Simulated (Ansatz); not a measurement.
Reaction (hydrogenolysis of a B–F bond): `CB(F)C=O` + H₂ → `CBC=O` + H–F

Program: Ansatz. Geometries: PBE0-D4/def2-TZVP. ΔE: electronic, gas phase. CCSD(T)/CBS is the MP2 limit (def2-TZVPP, def2-QZVPP) plus CCSD(T) − MP2 in def2-TZVPP, frozen cores. This one scheme is used for every species. Functionals use def2-TZVPP. B3LYP here is the variant with VWN-RPA as its local correlation; programs differ in this. Each species was taken in one conformer, which may not be the lowest.

(1) Is it downhill or uphill in electronic energy at CCSD(T)/CBS, and by how much? (Best estimate.)

(2) What do these levels give: r2SCAN-D4, B3LYP-D4, revPBE, r2SCAN, r2SCAN0, BHLYP, CAM-B3LYP, CCSD/def2-TZVPP, HF/def2-QZVPP, MP2/def2-QZVPP, MP2/CBS(def2), CCSD/CBS(def2)? (An estimate is asked.)

Largest T1 diagnostic among the species: 0.016.

Results:

(1) Ansatz gave: Uphill: ΔE = +1.22 eV.

(2) The calculation gave: r2SCAN-D4 1.30, B3LYP-D4 1.28, revPBE 1.18, r2SCAN 1.30, r2SCAN0 1.27, BHLYP 1.26, CAM-B3LYP 1.30, CCSD/def2-TZVPP 1.24, HF/def2-QZVPP 1.22, MP2/def2-QZVPP 1.24, MP2/CBS(def2) 1.22, CCSD/CBS(def2) 1.20 eV.

In def2-TZVPP, CCSD(T) changes the Hartree–Fock value by +0.04 eV (the triples alone add +0.02 eV) and MP2 by +0.04 eV. Leaving LDA and LC-ωPBE aside and taking each functional with its dispersion term where it has one, the values, not all of them listed here, spread over 0.11 eV, from HSE06-D4 to B97M-V. LDA lies +0.07 eV from PBE without D4. At CCSD(T), def2-SVP lies +0.27 eV from the extrapolated value and def2-TZVPP +0.05 eV.
